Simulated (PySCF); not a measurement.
**Spinor energies of Ar⁹⁺ (argon, charge +9)**

Start: [He] 2s2 2p5; 2p1/2 filled at m_j = -1/2, +1/2; 2p3/2 filled at m_j = -1/2, +1/2, +3/2. Calculated with PySCF 2.14 in an even-tempered Gaussian basis (18 s from 1.2 bohr⁻², ratio 2.4; 11 p from 1.6 bohr⁻², ratio 2.4; 5 d from 9.1 bohr⁻², ratio 2.6; 5 f from 14 bohr⁻², ratio 2.6): generalised Hartree-Fock with the X2C-1e Hamiltonian and a Gaussian nucleus; one run each with spin-orbit coupling (SO) switched off, then screened by Boettger's factors.

```json
{"spinor shell": "1s1/2", "electrons": "2", "ε, spin-free (eV)": "-3491.8", "ε, screened SO (eV)": "-3491.7", "weight of nominal j (screened SO)": "1.000", "rms radius, screened SO (bohr)": "0.0989"}
{"spinor shell": "2s1/2", "electrons": "2", "ε, spin-free (eV)": "-553.35", "ε, screened SO (eV)": "-553.31", "weight of nominal j (screened SO)": "1.000", "rms radius, screened SO (bohr)": "0.433"}
{"spinor shell": "2p1/2", "electrons": "2", "ε, spin-free (eV)": "-485.09", "ε, screened SO (eV)": "-487.75", "weight of nominal j (screened SO)": "0.715", "rms radius, screened SO (bohr)": "0.395"}
{"spinor shell": "2p3/2", "electrons": "3", "ε, spin-free (eV)": "-485.09", "ε, screened SO (eV)": "-483.52", "weight of nominal j (screened SO)": "0.810", "rms radius, screened SO (bohr)": "0.397"}
```

```
   quantity   spin-free  screened SO
E (hartree)  -492.24732   -492.27761
        M_J         3/2          3/2
       ⟨J²⟩       3.751        3.751
       ⟨L²⟩       2.000        2.000
       ⟨S²⟩       0.750        0.750
```

Each row is a mean over spinors that exchange with the open shell spreads, by up to 12.897 eV (2s1/2).

Rows whose weight is well below 1 are mixtures of j = l ± 1/2: exchange outweighs spin-orbit coupling there, and the label is only the starting occupation.

Without spin-orbit coupling the j labels of p, d and f shells carry no meaning; the spin-free column gives the mean over the occupied spinors of each nl shell.
